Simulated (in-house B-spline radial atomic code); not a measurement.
Configurations of Pm⁺, with energies counted from [Xe] 4f5 6s1. All numbers are computed (scalar-relativistic (X2C) B3LYP, spin-polarised, spherical fractional occupations, exact exchange averaged over the configuration; Fermi nucleus of rms radius 4.962 fm) with a radial B-spline atomic code at the basis-set limit, not measured. Shells without spins written out take the highest spin.

Occupations are held fixed; configurations that lie above the ionisation limit could autoionise.

| configuration | E - E(ref) (eV) | highest orbital | its <r> (bohr) |
| --- | --- | --- | --- |
| [Xe] 4f5 7p1 | 6.81 | 7p up | 9.417 |
| [Kr] 4d10 4f5 5s2 5p5 6s1 6p1 | 23.407 | 6p up | 4.453 |
| [Kr] 4d10 4f5 5s2 5p5 6s1 7s1 | 27.123 | 7s up | 7.576 |
| [Kr] 4d9 4f5 5s2 5p6 6s1 6p1 | 124.78 | 6p up | 4.411 |
| [Kr] 4d9 4f5 5s2 5p6 6s1 7s1 | 128.55 | 7s up | 7.529 |

(1) Order these further configurations by energy, lowest first.
A. [Kr] 4d9 4f5 5s2 5p6 6s1 7d1
B. [Xe] 4f5 5d1
C. [Xe] 4f4 6s1 7s1
D. [Xe] 4f4 6s1 7d1
E. [Kr] 4d10 4f5 5s2 5p5 5d1 6s1

(2) How far above the reference does [Xe] 4f4 6s2 lie?

Results:

(1) B (1.1542 eV), C (10.388 eV), D (12.94 eV), E (19.835 eV), A (131.11 eV).

(2) 3.6961 eV; its least bound orbital is 6s down with <r> = 3.727 bohr.
